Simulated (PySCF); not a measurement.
Compound: InCl2(OH).
Cartesian coordinates in Å at the PBE0-D3(BJ)/def2-SVP level; atoms count from 1:
```
atom  x, y, z in Å
In1    0.3045    0.3132   -0.0708
Cl2    2.5519    0.7791   -0.3948
Cl3   -1.2781    2.0219   -0.0775
O4    -0.3097   -1.5452    0.2141
H5    -1.2685   -1.5689    0.3290
```

Theory: TDDFT wB97X-D/def2-SVPD, vertical, gas phase, core orbitals frozen in the response, def2 core potentials past Kr in PySCF 2.14.0, density-fitted response routines. Spin–orbit coupling is left out.

Kohn–Sham orbitals with the atoms that hold most of them (Löwdin shares over 4%, at most four atoms; ? is withheld):

```json
{"orbital": "LUMO+2", "ε (eV)": "1.45", "atoms": "In1 67%, Cl3 11%, O4 8%, Cl2 8%"}
{"orbital": "LUMO+1", "ε (eV)": "0.07", "atoms": "In1 61%, Cl3 14%, Cl2 14%, O4 12%"}
{"orbital": "LUMO", "ε (eV)": "-1.30", "atoms": "In1 44%, Cl2 20%, Cl3 20%, O4 15%"}
{"orbital": "HOMO", "ε (eV)": "-11.28", "atoms": "?"}
{"orbital": "HOMO-1", "ε (eV)": "-11.33", "atoms": "Cl2 62%, Cl3 33%, In1 4%"}
{"orbital": "HOMO-2", "ε (eV)": "-11.34", "atoms": "O4 60%, Cl3 22%, Cl2 8%, In1 5%"}
{"orbital": "HOMO-3", "ε (eV)": "-11.44", "atoms": "Cl2 51%, Cl3 41%, In1 6%"}
```

Q: Give the leading atoms of the HOMO.

A: Cl3 (bonded to In) 55%; O4 (bonded to In and H) 22%; Cl2 (bonded to In) 15%; In1 (bonded to 2 Cl and O) 7%. By element: chlorine 70%, oxygen 22%, indium 7%.

Q: The HOMO–LUMO gap is 9.99 eV. Where does the response calculation put the lowest singlet, and from which orbitals?

A: S1 is at 5.19 eV (f = 0.0020), 4.80 eV below the gap, made of HOMO-2→LUMO (93%). Its leading pair isn't HOMO and LUMO; the energies of that pair differ by 10.04 eV. 

Q: Give energy, strength and leading configuration of S4 and S7, and follow the Löwdin shares of the leading atoms from the occupied to the empty orbital.

A: 
- S4 (5.51 eV, f 0.069), HOMO→LUMO (81%): Cl3 55% → 20%, O4 22% → 15%, In1 7% → 44%, Cl2 15% → 20%
- S7 (6.71 eV, f 0.0002), HOMO→LUMO+1 (95%): Cl3 55% → 14%, O4 22% → 12%, In1 7% → 61%

One conformer stands for the species.
